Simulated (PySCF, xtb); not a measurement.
CH3Se, SMILES C[Se], multiplicity 2.

Harmonic wavenumbers (cm⁻¹) from GFN2-xTB in xtb 6.7.1 at its own minimum, in rising order: 576, 859, 859, 1284, 1421, 1421, 3016, 3025, 3029.

Task: What does PySCF with ωB97X-D3(BJ)/def2-TZVP give at its own minimum? (The exact figures need the calculation; the answer reports its results.)

Result: 635, 638, 839, 1325, 1398, 1479, 3072, 3156, 3172. Paired by order, the mean absolute difference is 83 cm⁻¹ and the zero-point energies are 22.1 and 22.5 kcal/mol.
